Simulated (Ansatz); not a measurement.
CH6BFSi2, relaxed with RKS PBE0-D4/def2-TZVP in Ansatz from a PBE-D4/def2-SVP geometry. The force threshold is 0.005 eV/Å; the program also tests the step.

Charge 0, multiplicity 1. The bonds changed during the relaxation, so this is another structure than the one it started from.

Start:

```xyz
11

C    -1.599    0.822   -0.126
Si   -0.177    0.434    1.027
F    -0.597    1.118    2.460
B     1.429   -0.505    0.767
Si    1.461   -1.118   -1.004
H    -2.540    0.397    0.280
H    -1.738    1.921   -0.192
H    -1.426    0.416   -1.140
H     2.281   -0.691    1.606
H     2.536   -1.936   -1.670
H     0.370   -0.858   -2.008
```

| step | energy (eV) | largest force (eV/Å) | largest move (Å) |
| --- | --- | --- | --- |
| 1 | -20274.2158 | 1.238 | 0.000 |
| 2 | -20274.2703 | 0.753 | 0.045 |
| 3 | -20274.2847 | 0.063 | 0.030 |
| 4 (rejected) | -20274.2846 | 0.079 | 0.020 |
| 5 | -20274.2852 | 0.017 | 0.010 |
| 6 | -20274.2852 | 0.006 | 0.004 |
| 7 | -20274.2853 | 0.002 | 0.002 |

End:

```xyz
11

C    -1.573    0.806   -0.133
Si   -0.170    0.425    1.013
F    -0.594    1.094    2.401
B     1.428   -0.503    0.777
Si    1.433   -1.095   -0.980
H    -2.500    0.391    0.271
H    -1.704    1.890   -0.204
H    -1.407    0.402   -1.131
H     2.266   -0.685    1.602
H     2.481   -1.898   -1.666
H     0.341   -0.826   -1.951
```

Hardware: 4 threads of an Intel Xeon 6975P-C on a shared host. Wall time 21 s, peak host memory 0.56 GiB.
